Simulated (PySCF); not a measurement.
Species: MeOCH2CF3, C3H5F3O.
Numbering: `[CH3:1][O:2][CH2:3][C:4]([F:5])([F:6])[F:7]` (hydrogens: H8, H9, H10 on C1; H11, H12 on C3)

Computed with TDDFT B3LYP/def2-SVPD, vertical, gas phase, core orbitals frozen in the response in PySCF. Isolated species at its PBE0-D3(BJ)/def2-SVP geometry (one conformer only). Torsions of this conformer, `[CH3:1][O:2][CH2:3][C:4]([F:5])([F:6])[F:7]`: C1–O2–C3–C4 -86°, O2–C3–C4–F5 -178°.

```
state  E (eV)  λ (nm)  ν̃ (cm⁻¹)       f  |μ| (D)  main configurations (H = HOMO, L = LUMO)
   S1    7.27   170.5      58640   0.020     0.85                                 H→L (97%)
   S2    8.06   153.7      65050   0.017     0.74                  H→L+2 (60%), H→L+1 (37%)
   S3    8.16   151.9      65840  0.0086     0.53                  H→L+1 (61%), H→L+2 (33%)
   S4    8.46   146.6      68230   0.031     0.98                  H→L+3 (82%), H→L+4 (16%)
   S5    8.69   142.7      70070  0.0020     0.25                  H→L+4 (80%), H→L+3 (14%)
   S6    8.76   141.6      70620   0.020     0.77                               H-1→L (94%)
```

The lowest singlet lies at 7.27 eV (171 nm, vacuum ultraviolet) and is weak; its leading configuration is HOMO→LUMO (97%). The most intense listed level is S4 at 8.46 eV (147 nm, f = 0.031), 1.19 eV above S1. Löwdin shares by element: HOMO oxygen 57%, carbon 19% or more, hydrogen 7% or more (atoms not listed hold the other 18%); LUMO carbon 46%, hydrogen 10% or more (atoms not listed hold the other 44%). The listed states span 1.49 eV, and the widest gap between neighbours is 0.79 eV (S1 to S2). Of the 6 states listed, 4 reach f = 0.01 and none stays under 0.0005. Orbital energies (eV): HOMO-3 -11.23, HOMO-2 -10.97, HOMO-1 -9.45, HOMO -7.99, LUMO 0.28, LUMO+1 1.03, LUMO+2 1.20. Only the lowest 6 singlets were computed, as vertical energies without vibronic structure.

Without π bonds the low states are Rydberg-like; a valence basis with one diffuse set may place them up to an eV too high.
